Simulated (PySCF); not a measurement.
Compound: C₇H₇ClOSi.
Cartesian coordinates in Å at the GFN2-xTB level; atoms count from 1:
```
atom  x, y, z in Å
O1     3.7298   -1.2243    0.4121
C2     3.1112   -0.2107    0.3322
Cl3    4.0077    1.3246    0.2887
C4     1.6590   -0.0650    0.2628
C5     0.9052   -1.2440    0.2931
C6    -0.4703   -1.1878    0.2314
C7    -1.1417    0.0304    0.1382
Si8   -3.0317    0.0718    0.0523
C9    -0.3793    1.1953    0.1087
C10    0.9998    1.1600    0.1691
H11    1.4227   -2.1890    0.3653
H12   -1.0401   -2.1054    0.2556
H13   -3.4584    1.4684   -0.0239
H14   -3.4525   -0.6677   -1.1392
H15   -3.5597   -0.5715    1.2566
H16   -0.8779    2.1510    0.0363
H17    1.5692    2.0760    0.1441
```

Computed at PBE0/pcSseg-1 (PySCF, non-relativistic), with Q(17O) = −0.0256 b, Q(35Cl) = −0.0817 b: O1, 17O (I = 5/2): χzz = 9.507 MHz, η = 0.384; Cl3, 35Cl (I = 3/2): χzz = -62.84 MHz, η = 0.274.

Question: Where would the pure quadrupole (NQR) lines of 17O at O1 fall for the rigid, isolated species?

Answer: From the eigenvalues of H = χ/[4I(2I − 1)] × [3Iz² − I(I + 1) + η(Ix² − Iy²)], steps between neighbouring levels, labelled as for η = 0: ±1/2↔±3/2 1.639 MHz, ±3/2↔±5/2 2.775 MHz (carbonyl oxygen).

Question: Where would the pure quadrupole (NQR) lines of 35Cl at Cl3 fall for the rigid, isolated species?

Answer: From ν = (|χ|/2)√(1 + η²/3): ν = 31.81 MHz (chlorine bonded to C). For 37Cl the ratio of quadrupole moments, 0.7881, gives 25.07 MHz.

In a crystal, neighbours and librations shift these lines. GFN2-xTB bond lengths can be off by several hundredths of an ångström, more for odd bonds, and the gradients follow them. The basis is small and wasn't made for field gradients, so the couplings can be 20 % off.

One conformer stands for the species.
